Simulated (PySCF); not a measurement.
Estimate the missing entries of this data sheet.

C₁₀H₁₀ (charge +1 and doublet state).
InChI=1S/C10H10/c1-2-6-10-8-4-3-7-9(10)5-1/h1-3,5-7H,4,8H2/q+1

```tsv
property	level	value
point group	PBE0-D3(BJ)/def2-SVP	?
rotational constants A, B, C	PBE0-D3(BJ)/def2-SVP	2.895, 1.180, 0.854 GHz
isotropic g value	unrestricted B3LYP/IGLO-III on C, pcH-1 on H, mean-field spin–orbit	?
spin squared ⟨S²⟩	unrestricted B3LYP/IGLO-III on C, pcH-1 on H	0.764
largest isotropic hyperfine couplings (means over sets of like nuclei)	unrestricted B3LYP/IGLO-III on C, pcH-1 on H	?
```

Gas-phase values; electronic properties from PySCF, density fitting. Isolated species at its PBE0-D3(BJ)/def2-SVP geometry (one conformer only). The unpaired spin is shared among atoms: the largest Mulliken spin population is 0.39. Couplings of like nuclei are plain means over topologically equivalent atoms, as if these changed places fast (by rotation of a methyl-like group, say); in this geometry the members of some sets differ.

(1) What is the isotropic g value?

(2) What is the point group?

(3) Give the largest isotropic hyperfine couplings (means over sets of like nuclei).

## Answers

(1) 2.00260.

(2) C1.

(3) 1H +74.8 (×2), 1H +38.7 (×2), 13C +26.4, 1H -26.4, 13C +17.4 MHz.

At 9.50 GHz, hν = g·μB·B₀ (B₀ the magnetic field) puts the centre of the isotropic spectrum, to first order, at 338.9 mT. g_iso is shifted by about +280 ppm from the free-electron value 2.002319. ⟨S²⟩ is 0.014 above the pure-spin value S(S + 1) = 0.75. The rotational constants make it an asymmetric top with κ = (2B − A − C)/(A − C) = -0.68, nearer the prolate limit (−1).
